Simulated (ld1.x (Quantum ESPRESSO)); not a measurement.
Logarithmic derivatives: V, TM

| Property | Result |
| --- | --- |
| Element | vanadium |
| Generator | ld1.x (Quantum ESPRESSO) 7.5 |
| Type | norm-conserving Troullier–Martins (Kleinman–Bylander form) |
| Functional | BP86 |
| Relativity | fully relativistic |
| Frozen core | [Ar] |
| Valence charge | 5 |
| Reference configuration | 3d2 4s0 4p0 (charge +3) |
| Partial waves | 4s (bound, empty): rc 1.85 bohr; 4p (bound, empty): rc 2.60 bohr; 3d (bound): rc 2.00 bohr |
| Local potential | all-electron potential smoothed inside 2.20 bohr (lloc = -1) |
| Core correction | Bessel-smoothed model core inside 1.80 bohr |

Open shells are filled in proportion to 2j + 1 (rel_dist='average').

The phase is arctan(r·u′/u) with u = r·R(r), unwrapped; energies in Ry, scanned from -5 to 5 Ry. A pole is an energy at which the radial function vanishes at the test radius. The pseudo phase is shifted by a multiple of π to meet the all-electron one at the reference energy, and phase errors are pseudo minus all-electron; the curves can meet again beyond the range given. Levels narrower than the energy grid can be missing from the lists of poles.

Q: For each channel, where are the poles, and over which energies does the pseudopotential scatter like the atom?

A:

| channel | radius (bohr) | reference energy (Ry) | poles, all-electron | poles, pseudo | unbroken range about the reference energy with phases within 0.05 rad | phase error 1 Ry above the reference energy (rad) |
| --- | --- | --- | --- | --- | --- | --- |
| s | 2.85 | -2.00 | -0.74 | -1.49, -0.40 | below -1.6 | -3.078 |
| p1/2 | 2.85 | -1.57 | 0.08 | -0.20, 2.36 | below -0.1 | -0.026 |
| p3/2 | 2.85 | -1.56 | 0.12 | -0.19, 2.33 | below -0.2 | -0.028 |
| d3/2 | 2.85 | -2.72 | -2.65, 1.48 | -2.65, 2.01 | below -1.1 | +0.011 |
| d5/2 | 2.85 | -2.72 | -2.64, 1.48 | -2.64, 2.01 | below -1.1 | +0.011 |

Note: ghost state, extra bound levels that the all-electron valence spectrum of the same l lacks: s at -19.5 eV. A true bound ghost makes a file unfit for plane-wave use.

Phases in the s channel:

| E (Ry) | all-electron | pseudo |
| --- | --- | --- |
| -5.00 | 1.347 | 1.344 |
| -4.48 | 1.318 | 1.314 |
| -3.96 | 1.273 | 1.267 |
| -3.44 | 1.193 | 1.184 |
| -2.92 | 1.010 | 0.992 |
| -2.40 | 0.290 | 0.260 |
| -1.88 | -1.073 | -1.077 |
| -1.36 | -1.427 | -4.317 |
| -0.84 | -1.555 | -4.641 |
| -0.32 | -1.630 | -4.723 |
| 0.20 | -1.693 | -4.779 |
| 0.72 | -1.762 | -4.828 |
| 1.24 | -1.862 | -4.883 |
| 1.76 | -2.064 | -4.957 |
| 2.28 | -2.704 | -5.085 |
| 2.80 | -3.926 | -5.397 |
| 3.32 | -4.355 | -6.413 |
| 3.84 | -4.506 | -7.301 |
| 4.36 | -4.583 | -7.567 |
| 4.88 | -4.630 | -7.679 |
